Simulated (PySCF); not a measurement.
Static response to an electric field

Compound: C5H12AsNO.
SMILES with atom numbers: `[CH3:1][AsH:2][CH2:3][C:4](=[O:5])[N:6]([CH3:7])[CH3:8]` (hydrogens: H9, H10, H11 on C1; H12 on As2; H13, H14 on C3; H15, H16, H17 on C7; H18, H19, H20 on C8)

Cartesian coordinates in Å at the PBE0-D3(BJ)/def2-SVP level; atoms count from 1:
```
atom  x, y, z in Å
C1     3.162    0.574   -0.526
As2    2.265   -0.964   -1.358
C3     0.665   -0.998   -0.187
C4    -0.262    0.125   -0.608
O5     0.111    0.950   -1.429
N6    -1.504    0.185   -0.042
C7    -1.992   -0.696    0.984
C8    -2.385    1.267   -0.412
H9     2.624    1.475   -0.848
H10    3.160    0.514    0.572
H11    4.200    0.626   -0.883
H12    2.991   -2.021   -0.513
H13    0.186   -1.984   -0.281
H14    0.957   -0.877    0.869
H15   -2.159   -0.151    1.931
H16   -2.955   -1.146    0.685
H17   -1.285   -1.508    1.181
H18   -1.904    1.848   -1.207
H19   -2.583    1.927    0.451
H20   -3.350    0.875   -0.774
```

Level: CAM-B3LYP/def2-SVPD (PySCF), static field, nuclei fixed, core orbitals frozen in the response. The polarisability tensor in these axes (au):

```
x   126.60  -3.35 -12.43
y    -3.35  98.32  -2.48
z   -12.43  -2.48  92.83
```

Problem. Diagonalise the tensor; give its mean and Δα, where Δα² is half the sum of the squared differences of the eigenvalues.

Solution. Principal values 87.65, 99.24 and 130.86 au; mean 105.92 au = 15.70 Å³ = 17.46 × 10⁻⁴⁰ C²·m²/J; Δα = 38.74 au (37 % of the mean).

Problem. What is the dipole moment, and where does it point?

Solution. (-2.27, -1.18, 3.22) D, 4.12 D in size, pointing from the negative to the positive side. Measured along this direction, the outermost atoms are H11 at the negative end and H15 at the positive end.

Problem. What are the principal values of the traceless quadrupole moment, Θ = ½Σq(3rr − r²1), about the centre of nuclear charge?

Solution. -6.28, -3.75, 10.03 D·Å. The values depend on the origin, since the dipole doesn't vanish. The electronic extent ⟨r²⟩ about the same centre is 1861 bohr², a root-mean-square distance of 2.41 Å for the 90 electrons.

Problem. Find the Langevin capture rate constant for NH4+ (18.034 u) meeting this molecule (177.013 u), k = 2.342 × 10⁻⁹ cm³/s × √(α in Å³ / reduced mass in u).

Solution. The reduced mass is 16.37 u, so k = 2.29 × 10⁻⁹ cm³/s. The formula leaves out the permanent dipole, which adds to the capture rate.

Problem. What depolarisation ratio follows for Rayleigh scattering of linearly polarised light, taking the static tensor?

Solution. ρ = 3Δα²/(45ᾱ² + 4Δα²) = 4501.4/(504859 + 6001.9) = 0.00881.

Problem. Directions of the eigenvectors, and the extent of the frame along each?

Solution. Largest value along (0.95, -0.07, -0.31), where the nuclei span 7.22 Å; middle along (-0.03, 0.95, -0.32), 4.02 Å; least along (0.31, 0.31, 0.90), 3.14 Å. The response follows the extents in order.

Isolated species at its PBE0-D3(BJ)/def2-SVP geometry (one conformer only). The calculation is non-relativistic, for arsenic too.

The run behind these numbers computed excited states and ΔSCF ions as well. Hardware: an Arm Neoverse V2 with one thread, no GPU, shared host with 96 logical CPUs at a one-minute load of 49. Cost: 11 min of wall time, 1.3 GiB resident at most.
